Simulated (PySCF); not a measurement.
Compound: C4H7BO2Si.
Geometry (GFN2-xTB, Å), atoms numbered from 1 in this order:
```xyz
15
C4H7BO2Si angstrom
O     -2.2979    1.3811    1.1169
B     -1.7981    0.4079    0.2971
O     -2.6863   -0.3532   -0.3864
C     -0.2852    0.1057    0.0839
C      0.7483    0.6869    0.7247
C      2.0867    0.2442    0.3700
C      2.1583   -0.7084   -0.5684
Si     0.4112   -1.1708   -1.1283
H     -1.6485    1.9023    1.5844
H     -3.6008   -0.1240   -0.2157
H      0.6370    1.4554    1.4826
H      2.9433    0.6868    0.8607
H      3.0985   -1.1085   -0.9096
H      0.0632   -2.5534   -0.7997
H      0.1658   -0.8439   -2.5342
```

The calculation used PySCF, TDDFT CAM-B3LYP/def2-SVPD, vertical, gas phase, core orbitals frozen in the response.

Computed states:

| state | E (eV) | f |
| --- | --- | --- |
| S1 | 4.28 | 0.117 |
| S2 | 5.00 | 0.0001 |
| S3 | 5.88 | 0.0020 |
| S4 | 6.18 | 0.0005 |
| S5 | 6.66 | 0.038 |
| S6 | 6.69 | 0.0094 |
| S7 | 6.99 | 0.0020 |
| S8 | 7.21 | 0.0024 |

Each state is given a Gaussian of 0.3 eV full width at half maximum, with ε(max) = 2.175×10⁸ f / Δν̃ (Δν̃ the width in cm⁻¹). The width is an assumption, not a result. The curve ends short of the highest state used, and states not computed would add to its high-energy end.

Question: What does the envelope look like, and where are its maxima?

Answer: 
```tsv
E (eV)	ε (L mol⁻¹ cm⁻¹)
3.83	19
3.95	342
4.07	2583
4.20	8487
4.32	10098
4.44	4947
4.56	998
4.68	83
4.80	5
4.92	5
5.04	6
5.16	3
5.28	1
5.40	0
5.52	4
5.64	32
5.76	119
5.88	183
6.00	128
6.12	67
6.25	63
6.37	329
6.49	1717
6.61	3888
```

Maxima: 289 nm (4.28 eV), ε about 11000, made up of S1 (100%); 248 nm (5.00 eV), ε about 6.3, made up of S2 (100%); 211 nm (5.88 eV), ε about 180, made up of S3 (99%) (ε in L mol⁻¹ cm⁻¹; maxima over ε = 5, shares over 10%). At its high-energy end, 6.61 eV, the curve is still rising (ε about 3900, from S5 and S6).

Question: On this curve, what absorbance would a 10⁻³ mol/L sample give at 254 nm over a 1 cm path?

Answer: 254 nm is 4.881 eV, where ε is about 4.2 L mol⁻¹ cm⁻¹, so A = ε c l ≈ 0.0042 (Beer–Lambert, with the gas-phase spectrum and the assumed width).

Question: Coming from long wavelengths, where does ε first pass 100 L mol⁻¹ cm⁻¹?

Answer: At about 318 nm (3.90 eV), 0.39 eV below S1.

Question: What would ε be at 4.28 eV, the highest of these maxima, with half the width (0.15 eV)?

Answer: About 21000 L mol⁻¹ cm⁻¹ against 10500, a factor of about 2.00; a lone state at its own centre would give exactly 2.

One conformer stands for the species.
